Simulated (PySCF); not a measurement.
SMILES C[CH2][Zn][OH] (C2H6OZn) (PBE0/def2-SVP optimised geometry):

```
10

Zn     0.696    -0.660     0.000
C     -1.242    -0.531     0.000
C     -1.794     0.891    -0.094
H     -1.612    -1.024     0.916
H     -1.620    -1.143    -0.838
H     -1.477     1.400    -1.018
H     -1.466     1.522     0.747
H     -2.898     0.903    -0.088
O      2.474    -0.660     0.000
H      2.898    -1.522    -0.036
```

Level of theory: PBE0/def2-TZVP (PySCF 2.14.0).

Task: What are the frontier orbital energies and the dipole moment?

Result: HOMO-2 -8.84 eV, HOMO-1 -7.95 eV, HOMO -7.59 eV, LUMO -0.28 eV, LUMO+1 0.10 eV; dipole moment 1.93 D.

On the same geometry PBE/def2-TZVP (PySCF) gives HOMO-2 -7.35 eV, HOMO-1 -6.43 eV, HOMO -6.33 eV, LUMO -1.07 eV, LUMO+1 -0.66 eV; dipole moment 1.82 D.

Meta-Löwdin charges at PBE0/def2-TZVP: Zn1 1.14, C2 -0.65, C3 -0.33, H4 0.11, H5 0.11, H6 0.11, H7 0.11, H8 0.11, O9 -1.03, H10 0.33.
